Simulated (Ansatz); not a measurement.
Relaxation of CH₇AsO₂Si (12 atoms, charge 0, multiplicity 1), to a largest force component of 0.015 eV/Å in at most 40 steps.

Theory: Ansatz, RKS PBE0/def2-mTZVP.

```xyz
12
Properties=species:S:1:pos:R:3
Si -1.684 0.944 0.724
O -0.565 -0.268 0.477
C 0.657 0.326 0.190
O 1.723 -0.670 0.002
As 1.317 -1.476 -1.653
H -1.328 1.866 1.833
H -1.828 1.796 -0.509
H -2.997 0.400 1.013
H 0.653 1.017 -0.643
H 1.028 0.931 1.100
H 0.457 -2.609 -0.963
H 2.644 -2.312 -1.539
```

Q: Where does it end, and by what steps?

A: The run converged. The force dipped under the threshold on the way, but the program's further checks kept it going. After 11 steps the energy has fallen by 0.535 eV; H8 moved furthest, 0.30 Å.

| step | energy less start (eV) | largest force component (eV/Å) | accepted |
| --- | --- | --- | --- |
| 0 | 0.0000 | 3.576 | yes |
| 1 | -0.3318 | 1.746 | yes |
| 2 | -0.4736 | 0.763 | yes |
| 3 | -0.4921 | 0.896 | yes |
| 4 | -0.5292 | 0.168 | yes |
| 5 | -0.5312 | 0.053 | yes |
| 6 | -0.5322 | 0.037 | yes |
| 7 | -0.5337 | 0.026 | yes |
| 8 | -0.5342 | 0.011 | yes |
| 9 | -0.5344 | 0.029 | yes |
| 10 | -0.5345 | 0.022 | yes |
| 11 | -0.5346 | 0.009 | yes |

```xyz
12
Properties=species:S:1:pos:R:3
Si -1.763 1.009 0.702
O -0.489 -0.021 0.461
C 0.829 0.409 0.205
O 1.635 -0.682 -0.062
As 1.174 -1.604 -1.566
H -1.562 1.827 1.931
H -1.915 1.939 -0.452
H -2.965 0.156 0.843
H 0.820 1.123 -0.634
H 1.248 0.895 1.094
H 0.537 -2.804 -0.861
H 2.529 -2.303 -1.627
```

The run took 79 s on 2 threads of Arm Neoverse V2, on a shared host, peak memory 0.44 GiB.
